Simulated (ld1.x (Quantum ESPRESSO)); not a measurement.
**u(r) = r·R(r): atom against pseudo-atom (P (Z = 15))**

Columns: radius, all-electron u(r) and pseudo u(r) of the 3p shell (level -19.10 eV) of phosphorus in the configuration [Ne] 3s2 3p1.5; PBE, scalar-relativistic, TM scheme, ld1.x (Quantum ESPRESSO) 7.5.

```tsv
r (bohr)	all-electron	pseudo
0.092	0.1362	-0.0070
0.184	0.2875	-0.0274
0.276	0.3436	-0.0597
0.368	0.3142	-0.1015
0.460	0.2292	-0.1498
0.552	0.1145	-0.2020
0.644	-0.0114	-0.2561
0.736	-0.1370	-0.3111
0.828	-0.2549	-0.3671
0.920	-0.3613	-0.4247
1.012	-0.4541	-0.4840
1.104	-0.5332	-0.5439
1.196	-0.5989	-0.6012
1.288	-0.6515	-0.6517
1.380	-0.6917	-0.6917
1.472	-0.7205	-0.7205
1.564	-0.7388	-0.7388
1.656	-0.7480	-0.7480
1.748	-0.7490	-0.7490
1.840	-0.7431	-0.7431
1.932	-0.7315	-0.7315
2.024	-0.7152	-0.7152
2.116	-0.6950	-0.6950
2.208	-0.6719	-0.6719
2.300	-0.6465	-0.6465
2.392	-0.6195	-0.6195
```

Task: How many radial nodes do the two functions have?

Result: The all-electron 3p function has n − l − 1 = 1; the pseudo-wave has 0, since the states of the same l below it are removed with the core.

Task: At about which radius was the pseudo-wave matched?

Result: 1.40 bohr. The columns agree to 0.0005 from 1.29 bohr on; several derivatives are matched, so the curves merge somewhat inside the radius.

Task: Is the pseudo-wave norm-conserving?

Result: Yes: the TM scheme keeps the norm inside the radius equal to the all-electron one, which fixes the energy derivative of the logarithmic derivative at the level.
